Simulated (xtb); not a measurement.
xtb job for Se(Cl)4 anion (Cl4Se), SMILES Cl[Se](Cl)(Cl)Cl (connectivity only; charge and spin as stated), charge -1, multiplicity 2, GFN2-xTB. 

```
$ xtb mol.xyz --gfn 2 --sp --chrg -1 --uhf 1 --json
$ cat mol.xyz
5

Se    -0.46441191     0.29362006     0.00000000
Cl     1.59161163     0.83191863    -0.00000000
Cl    -0.49141506     0.36796708     2.33383621
Cl     0.32004231    -2.15509293    -0.00000001
Cl    -0.49141506     0.36796709    -2.33383621
```

Output:

```
[banner left out]
          |                Calculation Setup                |
           -------------------------------------------------



           -------------------------------------------------
          |                 G F N 2 - x T B                 |
           -------------------------------------------------

        Reference                      10.1021/acs.jctc.8b01176
      * Hamiltonian:
        H0-scaling (s, p, d)           1.850000    2.230000    2.230000
        zeta-weighting                 0.500000
      * Dispersion:
        s8                             2.700000
        a1                             0.520000
        a2                             5.000000
        s9                             5.000000
      * Repulsion:
        kExp                           1.500000    1.000000
        rExp                           1.000000
      * Coulomb:
        alpha                          2.000000
        third order                    shell-resolved
        anisotropic                    true
        a3                             3.000000
        a5                             4.000000
        cn-shift                       1.200000
        cn-exp                         4.000000
        max-rad                        5.000000


          ...................................................
          :                      SETUP                      :
          :.................................................:
          :  # basis functions                  50          :
          :  # atomic orbitals                  45          :
          :  # shells                           15          :
          :  # electrons                        35          :
          :  max. iterations                   250          :
          :  Hamiltonian                  GFN2-xTB          :
          :  restarted?                      false          :
          :  GBSA solvation                  false          :
          :  PC potential                    false          :
          :  electronic temp.          300.0000000     K    :
          :  accuracy                    1.0000000          :
          :  -> integral cutoff          0.2500000E+02      :
          :  -> integral neglect         0.1000000E-07      :
          :  -> SCF convergence          0.1000000E-05 Eh   :
          :  -> wf. convergence          0.1000000E-03 e    :
          :  Broyden damping             0.4000000          :
          :  net charge                         -1          :
          :  unpaired electrons                  1          :
          ...................................................

 iter      E             dE          RMSdq      gap      omega  full diag
   1    -21.6604082 -0.216604E+02  0.788E+00    2.50       0.0  T
   2    -21.7079348 -0.475266E-01  0.471E+00    2.19       1.0  T
   3    -21.7101172 -0.218244E-02  0.297E+00    2.05       1.0  T
   4    -21.7109719 -0.854704E-03  0.992E-01    1.99       1.0  T
   5    -21.7112482 -0.276272E-03  0.472E-01    1.97       1.0  T
   6    -21.7112446  0.357007E-05  0.448E-01    1.97       1.0  T
   7    -21.7114731 -0.228530E-03  0.158E-01    1.96       1.0  T
   8    -21.7114891 -0.159750E-04  0.727E-02    1.95       1.0  T
   9    -21.7114936 -0.446767E-05  0.542E-02    1.94       1.0  T
  10    -21.7114967 -0.311910E-05  0.395E-02    1.94       1.1  T
  11    -21.7114987 -0.202047E-05  0.323E-02    1.94       1.4  T
  12    -21.7114999 -0.114273E-05  0.463E-03    1.94       9.7  T
  13    -21.7114999 -0.196386E-07  0.365E-03    1.94      12.3  T
  14    -21.7114999  0.108337E-07  0.419E-03    1.94      10.7  T
  15    -21.7114999 -0.240261E-07  0.372E-04    1.94     120.2  T
  16    -21.7114999  0.357826E-09  0.611E-04    1.94      73.2  T

   *** convergence criteria satisfied after 16 iterations ***

         #    Occupation            Energy/Eh            Energy/eV
      -------------------------------------------------------------
         1        2.0000           -0.9624127             -26.1886
       ...           ...                  ...                  ...
        12        2.0000           -0.2884372              -7.8488
        13        2.0000           -0.2861018              -7.7852
        14        2.0000           -0.2818087              -7.6684
        15        2.0000           -0.2732746              -7.4362
        16        2.0000           -0.2703709              -7.3572
        17        2.0000           -0.2692643              -7.3271
        18        1.0000           -0.2150747              -5.8525 (HOMO)
        19                         -0.1439083              -3.9159 (LUMO)
        20                         -0.1063587              -2.8942
        21                          0.1083665               2.9488
        22                          0.1138087               3.0969
        23                          0.1150341               3.1302
       ...                                ...                  ...
        45                          1.4740724              40.1116
      -------------------------------------------------------------
                  HL-Gap            0.0711664 Eh            1.9365 eV
             Fermi-level           -0.2107652 Eh           -5.7352 eV

 SCC (total)                   0 d,  0 h,  0 min,  0.013 sec
 SCC setup                      ...        0 min,  0.000 sec (  0.904%)
 Dispersion                     ...        0 min,  0.000 sec (  0.240%)
 classical contributions        ...        0 min,  0.000 sec (  0.137%)
 integral evaluation            ...        0 min,  0.002 sec ( 16.837%)
 iterations                     ...        0 min,  0.008 sec ( 60.369%)
 molecular gradient             ...        0 min,  0.003 sec ( 20.534%)
 printout                       ...        0 min,  0.000 sec (  0.844%)

         :::::::::::::::::::::::::::::::::::::::::::::::::::::
         ::                     SUMMARY                     ::
         :::::::::::::::::::::::::::::::::::::::::::::::::::::
         :: total energy             -21.709329657172 Eh    ::
         :: gradient norm              0.000054509402 Eh/a0 ::
         :: HOMO-LUMO gap              1.936535461911 eV    ::
         ::.................................................::
         :: SCC energy               -21.711495667549 Eh    ::
         :: -> isotropic ES            0.100622437527 Eh    ::
         :: -> anisotropic ES         -0.009135674407 Eh    ::
         :: -> anisotropic XC         -0.008395689080 Eh    ::
         :: -> dispersion             -0.007703728955 Eh    ::
         :: repulsion energy           0.002166010376 Eh    ::
         :: add. restraining           0.000000000000 Eh    ::
         :: total charge              -1.000000000000 e     ::
         :::::::::::::::::::::::::::::::::::::::::::::::::::::

           -------------------------------------------------
          |                Property Printout                |
           -------------------------------------------------

    * Orbital Energies and Occupations

         #    Occupation            Energy/Eh            Energy/eV
      -------------------------------------------------------------
         1        2.0000           -0.9624127             -26.1886
       ...           ...                  ...                  ...
         6        2.0000           -0.3825054             -10.4085
         7        2.0000           -0.3670030              -9.9867
         8        2.0000           -0.3559404              -9.6856
         9        2.0000           -0.3306067              -8.9963
        10        2.0000           -0.3145946              -8.5606
        11        2.0000           -0.2937924              -7.9945
        12        2.0000           -0.2884372              -7.8488
        13        2.0000           -0.2861018              -7.7852
        14        2.0000           -0.2818087              -7.6684
        15        2.0000           -0.2732746              -7.4362
        16        2.0000           -0.2703709              -7.3572
        17        2.0000           -0.2692643              -7.3271
        18        1.0000           -0.2150747              -5.8525 (HOMO)
        19                         -0.1439083              -3.9159 (LUMO)
        20                         -0.1063587              -2.8942
        21                          0.1083665               2.9488
        22                          0.1138087               3.0969
        23                          0.1150341               3.1302
        24                          0.1151407               3.1331
        25                          0.1431324               3.8948
        26                          0.1587995               4.3212
        27                          0.1667886               4.5385
        28                          0.1670116               4.5446
        29                          0.1740179               4.7353
       ...                                ...                  ...
        45                          1.4740724              40.1116
      -------------------------------------------------------------
                  HL-Gap            0.0711664 Eh            1.9365 eV
             Fermi-level           -0.2107652 Eh           -5.7352 eV

     #   Z          covCN         q      C6AA      α(0)
     1  34 Se       3.309    -0.004   235.876    26.761
     2  17 Cl       0.931     0.001    99.158    15.234
     3  17 Cl       0.873    -0.321   109.420    16.003
     4  17 Cl       0.717    -0.355   110.297    16.063
     5  17 Cl       0.873    -0.321   109.420    16.003

 Mol. C6AA /au·bohr⁶  :       3210.671068
 Mol. C8AA /au·bohr⁸  :     157013.633364
 Mol. α(0) /au        :         90.064439


Wiberg/Mayer (AO) data.
largest (>0.10) Wiberg bond orders for each atom

 ---------------------------------------------------------------------------
     #   Z sym  total        # sym  WBO       # sym  WBO       # sym  WBO
 ---------------------------------------------------------------------------
     1  34 Se   3.857 --     2 Cl   1.312     5 Cl   0.901     3 Cl   0.901
                             4 Cl   0.744
     2  17 Cl   1.446 --     1 Se   1.312
     3  17 Cl   1.106 --     1 Se   0.901     5 Cl   0.128
     4  17 Cl   0.868 --     1 Se   0.744
     5  17 Cl   1.106 --     1 Se   0.901     3 Cl   0.128
 ---------------------------------------------------------------------------

Topologies differ in total number of bonds
Writing topology from bond orders to xtbtopo.mol

molecular dipole:
                 x           y           z       tot (Debye)
 q only:        0.388       1.000       0.000
   full:        0.089       0.875       0.000       2.235
molecular quadrupole (traceless):
                xx          xy          yy          xz          yz          zz
 q only:        8.664       1.945       0.380       0.000      -0.000      -9.044
  q+dip:       10.833       1.343       1.652      -0.000       0.000     -12.485
   full:       11.330       1.550       1.234      -0.000       0.000     -12.564


           -------------------------------------------------
          | TOTAL ENERGY              -21.709329657172 Eh   |
          | GRADIENT NORM               0.000054509402 Eh/α |
          | HOMO-LUMO GAP               1.936535461911 eV   |
           -------------------------------------------------

------------------------------------------------------------------------
------------------------------------------------------------------------
 total:
 SCF:
Note: The following floating-point exceptions are signalling: IEEE_UNDERFLOW_FLAG IEEE_DENORMAL
normal termination of xtb
```

The run converged.
